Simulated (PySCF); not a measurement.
Isomers of C4H8F2Si, one conformer each. Level of theory: core-valence-separated Tamm–Dancoff BHandHLYP/aug-pcX-1 (pcseg-1 on H, def2-SVPD on Si) in PySCF, non-relativistic, gas phase, PBE0-D3(BJ)/def2-SVP geometry. Absolute energies from this functional tend to lie a few eV below measured edges; no shift was applied.

P. `F[C@@H]1CC[SiH2][C@H]1F`
Q. `C[C@@]1(C(F)F)C[SiH2]1`
R. `C=C([SiH3])CC(F)F`
S. `F[C@@H]1CC[C@@H](F)[SiH2]1`

Main lines, eV (oscillator strength):
1. C K: 284.7 (0.031), 285.0 (0.036), 285.6 (0.011), 285.9 (0.016), 286.0 (0.009); F K: 686.1 (0.023), 686.5 (0.018), 686.9 (0.008), 687.0 (0.017), 687.3 (0.003)
2. C K: 282.3 (0.058), 282.4 (0.060), 286.0 (0.010), 286.3 (0.021), 286.4 (0.015); F K: 686.5 (0.050), 687.4 (0.012), 687.6 (0.006), 688.3 (0.009)
3. C K: 285.8 (0.032), 286.2 (0.100), 286.3 (0.051), 286.7 (0.017), 286.9 (0.026); F K: 684.7 (0.062), 686.3 (0.010), 687.3 (0.007)
4. C K: 285.3 (0.009), 285.7 (0.018), 285.8 (0.020), 285.8 (0.016), 286.0 (0.050); F K: 684.8 (0.031), 685.3 (0.027), 686.6 (0.006), 686.6 (0.007)
Listed: the first five lines at most of each edge with a tenth or more of its strongest line's intensity; roots within 0.03 eV on the same or equivalent atoms are summed. Only the lowest roots were sought, and the top ones are left out.

**Question.** Which spectrum belongs to which isomer?

**Answer.** 1 = Q, 2 = R, 3 = S, 4 = P.
- P: first C line listed at 285.3 eV, hole on the sp3 carbon bound to silicon; first F line listed at 684.8 eV, hole on the alkyl fluorine.
- Q: first C line listed at 284.7 eV, hole on the sp3 carbon bound to silicon; first F line listed at 686.1 eV, hole on the fluorine of a CF2 group.
- R: first C line listed at 282.3 eV, hole on the terminal =CH2 carbon (1s→π*); first F line listed at 686.5 eV, hole on the fluorine of a CF2 group.
- S: first C line listed at 285.8 eV, hole on the ring CH2 carbon; first F line listed at 684.7 eV, hole on the alkyl fluorine.

**Question.** What are the ground-state energies of the isomers at BHandHLYP/aug-pcX-1 (pcseg-1 on H, def2-SVPD on Si), relative to the lowest?

**Answer.** P 0.0, Q 88.2, R 43.2, S 23.8 kJ/mol (electronic energies on these geometries, no dispersion or zero-point terms).
